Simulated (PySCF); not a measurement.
AlF₂H₃O₂Si, SMILES [Al]([SiH](F)F)([OH])[OH].

The structure is a stationary point at ωB97X-D3(BJ)/def2-SVP. The structure was generated by enumeration; whether it is a known compound was not checked. Other conformers were not sampled.

Two levels are set side by side: TDDFT-PBE/def2-SVPD (PySCF) and TDDFT-CAM-B3LYP/def2-SVPD (PySCF). Vertical, same geometry. The lowest singlet is HOMO→LUMO 96 % with PBE and HOMO→LUMO 97 % with the other functional; states are paired by order. Differences are taken from unrounded values.

```json
[
 {"quantity": "lowest singlet excitation (eV)", "TDDFT-PBE": "5.47"},
 {"quantity": "lowest triplet excitation (TDA) (eV)", "TDDFT-PBE": "4.48"},
 {"quantity": "first bright state (f over 0.05) (eV)", "TDDFT-PBE": "5.94"},
 {"quantity": "its oscillator strength", "TDDFT-PBE": "0.12"}
]
```

### Question
These are the TDDFT-PBE values. What does TDDFT-CAM-B3LYP give? (An estimate is asked for; the answer gives what the named calculation found.)

### Answer

```json
[
 {"quantity": "lowest singlet excitation (eV)", "TDDFT-CAM-B3LYP": "6.04", "TDDFT-PBE minus TDDFT-CAM-B3LYP": "-0.57"},
 {"quantity": "lowest triplet excitation (TDA) (eV)", "TDDFT-CAM-B3LYP": "4.92", "TDDFT-PBE minus TDDFT-CAM-B3LYP": "-0.44"},
 {"quantity": "first bright state (f over 0.05) (eV)", "TDDFT-CAM-B3LYP": "7.06", "TDDFT-PBE minus TDDFT-CAM-B3LYP": "-1.12"},
 {"quantity": "its oscillator strength", "TDDFT-CAM-B3LYP": "0.17", "TDDFT-PBE minus TDDFT-CAM-B3LYP": "-0.05"}
]
```

A lower first singlet is the usual sign of a functional without exact exchange. Differences between two approximate levels are no errors against the true value.

Rough cost on one machine, each run with all the roots and properties that it gave: TDDFT-CAM-B3LYP against TDDFT-PBE about 7 times.
